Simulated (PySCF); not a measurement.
Coordinates in bohr (charge 0 multiplicity 1):
```
Bi    0.4335    0.0000   -0.3746
S    -2.9291    0.0000    2.3958
H     3.0071    0.0000    1.9007
```

Computed with PySCF, PBE0, basis Bi def2-TZVP with ECP60, S def2-TZVP, H def2-TZVP (scalar-relativistic core potentials, no spin–orbit coupling, density fitting).

This geometry of HBiS is a stationary point at this level.

**Question.** What is the point group?

**Answer.** Cs.

**Question.** Is it a minimum?

**Answer.** Yes: all harmonic wavenumbers are real.

**Question.** Which band is strongest in the infrared?

**Answer.** 1728 cm⁻¹ (a'), 311 km/mol.

**Question.** What are the dipole moment and the gap between the highest occupied and lowest empty levels?

**Answer.** 3.56 D and 2.93 eV.

Only a few start shapes were tried, so a lower isomer may exist. Spin–orbit coupling, left out here, can matter for elements this heavy.
